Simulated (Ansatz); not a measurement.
Te4As⁺. The state is a singlet with charge 1. Geometry PBE-D4/def2-SVP, that of the charge +1 singlet.

```xyz
5

As   -1.143    0.946    0.737
Te   -1.731   -0.730   -1.249
Te    0.470   -0.353    2.393
Te    1.489    0.912    0.151
Te    0.915   -0.776   -2.032
```

In the def2 sets Te takes a core potential; there is no spin–orbit coupling. The structure comes from a short search, and lower isomers may exist.

(1) Estimate the orbital energies around the gap (eV) in Ansatz with PBE-D4/def2-TZVP, r2SCAN-D4/def2-TZVP, PBE0-D4/def2-TZVP.

Results:

(1) 
```tsv
orbital	PBE-D4/def2-TZVP	r2SCAN-D4/def2-TZVP	PBE0-D4/def2-TZVP
HOMO−5	-12.06	-12.40	-13.13
HOMO−4	-11.60	-11.90	-12.54
HOMO−3	-11.09	-11.38	-12.05
HOMO−2	-10.53	-10.81	-11.53
HOMO−1	-10.08	-10.33	-11.00
HOMO	-9.22	-9.44	-10.07
LUMO	-8.27	-8.32	-7.74
LUMO+1	-8.13	-8.13	-7.50
LUMO+2	-7.67	-7.69	-7.13
LUMO+3	-6.95	-6.89	-6.28
LUMO+4	-6.51	-6.41	-5.75
LUMO+5	-6.24	-6.13	-5.52
β HOMO	-9.22	-9.44	-10.07
β LUMO	-8.27	-8.32	-7.74
```
